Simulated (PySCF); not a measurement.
# From computed data to an observable: chemical shift, span and skew from a shielding tensor

C₅H₄F₂, SMILES C(=C/C(F)=C=C)/F. Atoms are numbered in the order given.

```xyz
11

C      1.8454     1.5410     0.0000
C      0.6255     1.0787     0.0000
C     -0.6072     0.6094     0.0000
F     -1.6423     1.4713     0.0000
C     -1.0404    -0.7800     0.0000
C     -0.2701    -1.8711     0.0000
F      1.0531    -1.8188     0.0000
H      2.3835     1.7417    -0.9350
H      2.3835     1.7417     0.9350
H     -2.1216    -0.9324     0.0000
H     -0.6612    -2.8918     0.0000
```

Geometry: PBE0-D3(BJ)/def2-SVP. The structure was generated by enumeration; whether it is a known compound was not checked. The values are those of a single conformer.

GIAO shieldings from PBE/pcSseg-1 run with PySCF, non-relativistic, no solvent. The symmetric part of the tensor of C3 has the principal values -10.8, 34.1, 85.3 ppm. The same nucleus in TMS has σ = 182.0 ppm at this level (PySCF, at its B3LYP-D3(BJ)/def2-TZVP geometry).

Work out the isotropic shielding, the ¹³C shift against TMS, the span and the skew.


σ(iso) = (σ11 + σ22 + σ33)/3 = 36.2 ppm. δ = σ(ref) − σ(iso) = 182.0 − (36.2) = 145.8 ppm.
Span Ω = σ33 − σ11 = 96.1 ppm. Skew κ = 3(σ(iso) − σ22)/Ω = 0.07. Tumbling in solution averages the tensor to δ; in a static solid the shielding alone would spread this spin-1/2 line over Ω.
